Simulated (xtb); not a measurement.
boron oxyfluoride (BFO), singlet, at a GFN2-xTB geometry, atoms displaced at random by about 0.05 Å a coordinate; GFN2-xTB (xtb 6.7.1).

Here is a job for xtb.
```
$ xtb mol.xyz --gfn 2 --opt tight --json

# file mol.xyz
3

F      0.01293467     0.03224765    -1.14814566
B     -0.03012391     0.01218577     0.09621353
O     -0.02183037    -0.01734108     1.20354462
```

Output, abridged:

```
   ID    Z sym.   atoms
    1    9 F      1
    2    5 B      2
    3    8 O      3

           -------------------------------------------------
          |                Calculation Setup                |
           -------------------------------------------------

           -------------------------------------------------
          |                 G F N 2 - x T B                 |
           -------------------------------------------------

          ...................................................
          :                      SETUP                      :
          :.................................................:
          :  # basis functions                  12          :
          :  # atomic orbitals                  12          :
          :  # shells                            6          :
          :  # electrons                        16          :
          :  max. iterations                   250          :
          :  Hamiltonian                  GFN2-xTB          :
          :  restarted?                      false          :
          :  GBSA solvation                  false          :
          :  PC potential                    false          :
          :  electronic temp.          300.0000000     K    :
          :  accuracy                    1.0000000          :
          :  -> integral cutoff          0.2500000E+02      :
          :  -> integral neglect         0.1000000E-07      :
          :  -> SCF convergence          0.1000000E-05 Eh   :
          :  -> wf. convergence          0.1000000E-03 e    :
          :  Broyden damping             0.4000000          :
          :  net charge                          0          :
          :  unpaired electrons                  0          :
          ...................................................

 iter      E             dE          RMSdq      gap      omega  full diag
   1    -10.1855888 -0.101856E+02  0.125E+01   11.34       0.0  T
   2    -10.2361665 -0.505777E-01  0.778E+00   10.35       1.0  T
   3    -10.2396900 -0.352345E-02  0.218E+00   10.99       1.0  T
   4    -10.2425983 -0.290832E-02  0.699E-01   10.79       1.0  T
   5    -10.2402119  0.238636E-02  0.907E-01   11.08       1.0  T
   6    -10.2427309 -0.251898E-02  0.338E-01   10.77       1.0  T
   7    -10.2431394 -0.408453E-03  0.527E-02   10.86       1.1  T
   8    -10.2431398 -0.402336E-06  0.492E-02   10.86       1.2  T
   9    -10.2431485 -0.877247E-05  0.710E-04   10.85      81.4  T
  10    -10.2431485 -0.112933E-08  0.204E-04   10.85     283.1  T
  11    -10.2431485 -0.136350E-09  0.698E-05   10.85     826.8  T

   *** convergence criteria satisfied after 11 iterations ***

         :::::::::::::::::::::::::::::::::::::::::::::::::::::
         ::                     SUMMARY                     ::
         :::::::::::::::::::::::::::::::::::::::::::::::::::::
         :: total energy             -10.106488717292 Eh    ::
         :: gradient norm              0.282370580310 Eh/a0 ::
         :: HOMO-LUMO gap             10.848212299659 eV    ::
         ::.................................................::
         :: SCC energy               -10.243148546657 Eh    ::
         :: -> isotropic ES            0.060238409980 Eh    ::
         :: -> anisotropic ES          0.001267280141 Eh    ::
         :: -> anisotropic XC         -0.003697248420 Eh    ::
         :: -> dispersion             -0.000628673710 Eh    ::
         :: repulsion energy           0.136659829365 Eh    ::
         :: add. restraining           0.000000000000 Eh    ::
         :: total charge               0.000000000000 e     ::
         :::::::::::::::::::::::::::::::::::::::::::::::::::::

      -----------------------------------------------------------
     |                   =====================                   |
     |                        A N C O P T                        |
     |                   =====================                   |
     |               Approximate Normal Coordinate               |
     |                Rational Function Optimizer                |
      -----------------------------------------------------------
      -----------------------------------------------------------
     |                   =====================                   |
     |                        A N C O P T                        |
     |                   =====================                   |
     |               Approximate Normal Coordinate               |
     |                Rational Function Optimizer                |
      -----------------------------------------------------------

          ...................................................
          :                      SETUP                      :
          :.................................................:
          :   optimization level             tight          :
          :   max. optcycles                   200          :
          :   ANC micro-cycles                  20          :
          :   degrees of freedom                 3          :
          :.................................................:
          :   RF solver                   davidson          :
          :   write xtbopt.log                true          :
          :   linear?                        false          :
          :   energy convergence         0.1000000E-05 Eh   :
          :   grad. convergence          0.8000000E-03 Eh/α :
          :   maxmium RF displ.          1.0000000          :
          :   Hlow (freq-cutoff)         0.1000000E-01      :
          :   Hmax (freq-cutoff)         5.0000000          :
          :   S6 in model hess.         20.0000000          :
          ...................................................

generating ANC from exact Hessian ...
Using Lindh-Hessian (1995)
 Shifting diagonal of input Hessian by    0.0000000000000000
 Lowest  eigenvalues of input Hessian
    0.000000    0.000000    0.000000    0.000000    0.000000    0.000000
[...]
 * total energy  :   -10.1064887 Eh     change       -0.1815081E-10 Eh
 * total energy  :   -10.1225347 Eh     change       -0.1604601E-01 Eh
 * total energy  :   -10.1229641 Eh     change       -0.4293766E-03 Eh
 * total energy  :   -10.1230342 Eh     change       -0.7011147E-04 Eh
 * total energy  :   -10.1230417 Eh     change       -0.7450026E-05 Eh
 * total energy  :   -10.1230642 Eh     change       -0.2256382E-04 Eh
 * total energy  :   -10.1230700 Eh     change       -0.5800494E-05 Eh
 * total energy  :   -10.1230730 Eh     change       -0.3006181E-05 Eh
 * total energy  :   -10.1230735 Eh     change       -0.4590408E-06 Eh
   *** GEOMETRY OPTIMIZATION CONVERGED AFTER 9 ITERATIONS ***
[...]

          ...................................................
          :                      SETUP                      :
          :.................................................:
          :  # basis functions                  12          :
          :  # atomic orbitals                  12          :
          :  # shells                            6          :
          :  # electrons                        16          :
          :  max. iterations                   250          :
          :  Hamiltonian                  GFN2-xTB          :
          :  restarted?                      false          :
          :  GBSA solvation                  false          :
          :  PC potential                    false          :
          :  electronic temp.          300.0000000     K    :
          :  accuracy                    1.0000000          :
          :  -> integral cutoff          0.2500000E+02      :
          :  -> integral neglect         0.1000000E-07      :
          :  -> SCF convergence          0.1000000E-05 Eh   :
          :  -> wf. convergence          0.1000000E-03 e    :
          :  Broyden damping             0.4000000          :
          :  net charge                          0          :
          :  unpaired electrons                  0          :
          ...................................................

 iter      E             dE          RMSdq      gap      omega  full diag
   1    -10.2007795 -0.102008E+02  0.156E-05    9.38       0.0  T
   2    -10.2007795 -0.586198E-13  0.769E-06    9.38    7508.8  T
   3    -10.2007795  0.000000E+00  0.465E-06    9.38   12413.8  T

   *** convergence criteria satisfied after 3 iterations ***

         :::::::::::::::::::::::::::::::::::::::::::::::::::::
         ::                     SUMMARY                     ::
         :::::::::::::::::::::::::::::::::::::::::::::::::::::
         :: total energy             -10.123073490017 Eh    ::
         :: gradient norm              0.000060123345 Eh/a0 ::
         :: HOMO-LUMO gap              9.378704220752 eV    ::
         ::.................................................::
         :: SCC energy               -10.200779545734 Eh    ::
         :: -> isotropic ES            0.061127491425 Eh    ::
         :: -> anisotropic ES          0.001672964447 Eh    ::
         :: -> anisotropic XC         -0.003661988285 Eh    ::
         :: -> dispersion             -0.000626446455 Eh    ::
         :: repulsion energy           0.077706055717 Eh    ::
         :: add. restraining           0.000000000000 Eh    ::
         :: total charge               0.000000000000 e     ::
         :::::::::::::::::::::::::::::::::::::::::::::::::::::

           -------------------------------------------------
          |                Property Printout                |
           -------------------------------------------------

    * Orbital Energies and Occupations

         #    Occupation            Energy/Eh            Energy/eV
      -------------------------------------------------------------
         1        2.0000           -0.8659849             -23.5646
         2        2.0000           -0.7244876             -19.7143
         3        2.0000           -0.5996120             -16.3163
         4        2.0000           -0.5830850             -15.8665
         5        2.0000           -0.5830850             -15.8665
         6        2.0000           -0.5452195             -14.8362
         7        2.0000           -0.5223343             -14.2134
         8        2.0000           -0.5223343             -14.2134 (HOMO)
         9                         -0.1776732              -4.8347 (LUMO)
        10                         -0.1776732              -4.8347
        11                          0.1145234               3.1163
        12                          1.2629116              34.3656
      -------------------------------------------------------------
                  HL-Gap            0.3446610 Eh            9.3787 eV
             Fermi-level           -0.3500038 Eh           -9.5241 eV

     #   Z          covCN         q      C6AA      α(0)
     1   9 F        0.722    -0.199    11.232     3.958
     2   5 B        1.511     0.541    32.297    11.975
     3   8 O        0.789    -0.342    20.583     6.081

 Mol. C6AA /au·bohr⁶  :        175.976382
 Mol. C8AA /au·bohr⁸  :       4695.133554
 Mol. α(0) /au        :         22.013875

Wiberg/Mayer (AO) data.
largest (>0.10) Wiberg bond orders for each atom

 ---------------------------------------------------------------------------
     #   Z sym  total        # sym  WBO       # sym  WBO       # sym  WBO
 ---------------------------------------------------------------------------
     1   9 F    1.271 --     2 B    1.146     3 O    0.125
     2   5 B    3.368 --     3 O    2.222     1 F    1.146
     3   8 O    2.347 --     2 B    2.222     1 F    0.125
 ---------------------------------------------------------------------------

Topologies differ in total number of bonds
Writing topology from bond orders to xtbtopo.mol

molecular dipole:
                 x           y           z       tot (Debye)
 q only:        0.004       0.006      -0.285
   full:        0.008       0.012      -0.565       1.436
molecular quadrupole (traceless):
                xx          xy          yy          xz          yz          zz
 q only:        1.487      -0.002       1.487       0.077       0.086      -2.974
  q+dip:        1.894      -0.002       1.894       0.105       0.103      -3.789
   full:        2.657      -0.003       2.657       0.140       0.151      -5.314

optimized geometry written to: xtbopt.xyz

           -------------------------------------------------
          | TOTAL ENERGY              -10.123073490017 Eh   |
          | GRADIENT NORM               0.000060123345 Eh/α |
          | HOMO-LUMO GAP               9.378704220752 eV   |
           -------------------------------------------------
```
